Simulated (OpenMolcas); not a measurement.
# Co²⁺: effect of the IPEA shift

```
Program             : OpenMolcas 26.06
Basis               : ANO-L-VTZP [6s5p3d2f1g]
Scalar Hamiltonian  : non-relativistic, point nucleus
Active space        : 7 electrons in 5 orbitals (3d)
State averaging     : 2S+1 = 4 even, 10 roots; 2S+1 = 2 even, 40 roots
Spin-orbit coupling : state interaction with AMFI integrals over the reference wave functions, term energies averaged over their components
```

Methods on the same reference wave functions:
A. CASSCF
B. MS-CASPT2, IPEA 0 Eh, imaginary shift 0.1 Eh (closed shells correlated: 3s 3p)
C. MS-CASPT2, IPEA 0.25 Eh, imaginary shift 0.1 Eh (closed shells correlated: 3s 3p)

Energies in eV above 3d7 4F 9/2, the measured ground level; measured values from Sugar and Corliss, J. Phys. Chem. Ref. Data 10, 1097 (1981).

```tsv
Level	A	B	C	Measured
3d7 4F 9/2	0.0000	0.0000	0.0000	0.0000
3d7 4F 7/2	0.1048	0.1054	0.1053	0.1043
3d7 4F 5/2	0.1822	0.1824	0.1823	0.1799
3d7 4F 3/2	0.2356	0.2350	0.2350	0.2315
3d7 2G 9/2	2.4011	2.017	2.084	2.1050
3d7 4P 5/2	2.4031	1.941	1.981	1.8848
3d7 4P 3/2	2.4398	1.965	2.005	1.9129
3d7 4P 1/2	2.4880	2.022	2.061	1.9604
3d7 2G 7/2	2.5007	2.115	2.183	2.2027
3d7 2P 3/2	3.1747	2.442	2.495	2.5038
3d7 2H 11/2	3.1910	2.831	2.886	2.8170
3d7 2P 1/2	3.2785	2.527	2.579	
3d7 2H 9/2	3.2787	2.919	2.974	2.9055
3d7 2D 5/2(1)	3.4563	2.808	2.883	2.8589
3d7 2D 3/2(1)	3.6101	2.953	3.029	3.0050
3d7 2F 5/2	5.5220	4.587	4.670	4.5900
3d7 2F 7/2	5.5655	4.632	4.714	4.6267
3d7 2D 3/2(2)	8.6186	7.310	7.350	
3d7 2D 5/2(2)	8.6688	7.361	7.404
```

Deviations, from unrounded energies. A percentage is the sum of absolute deviations over the sum of measured energies, with the sign that they share, or ± where signs differ.

| Against measurement | Levels | A | B | C |
| --- | --- | --- | --- | --- |
| mean absolute deviation (cm-1) | 15 | 3600 | 300 | 380 |
| fine structure of the ground term (%) | 3 | +1.3 | +1.4 | +1.3 |
| other terms of the ground configuration (%) | 12 | +20.0 | ±1.6 | ±2.1 |

B lies closest to measurement on these levels and A furthest from it. The largest miss of B in the table is 3d7 2G 9/2, by -710 cm-1. The ranking rests on the paired levels alone, and a cruder setting can come out closer through cancelling errors.

Between B and C the level of the table that moves most is 3d7 2F 5/2, by 660 cm-1 (lowest in B, highest in C). Moves below CASPT2's spread within the term are not significant.

The mean deviations of B to C differ by less than CASPT2's widest spread within a term (710 cm-1), so their order carries little weight.

From A to B the spin-free energies of the other terms of 3d7 shown, above 4F, scale by factors of 0.76 to 0.88, as is usual when dynamic correlation screens the repulsion within a d or f shell.

The lowest spin-free term lies below A's lowest term by 0.511 hartree in B, 0.502 hartree in C.

Term energies are means over components that CASPT2 splits; among the terms shown or strongly mixed into the levels shown the widest spread is 710 cm-1 (3d7 4F, B). The CASPT2 spread within a term exceeds the gap to the next term for 3d7 2D(1) and 3d7 2H, so the order of their levels is uncertain (figures for B; the like holds for C). Without dynamic correlation excited terms often stand tens of per cent too high (terms of higher spin than the ground term too low), and those without a measured partner can miss by more than the paired ones (holds for A). Computed and measured levels are paired by configuration, term and J; levels that our copy of the source lacks, or whose pairing is in doubt (as where it misses far off the trend of its configuration), stay unpaired and out of the deviations. Only configurations of the active space appear.

A number in round brackets counts repeated terms of one configuration in the order of the reference energies.
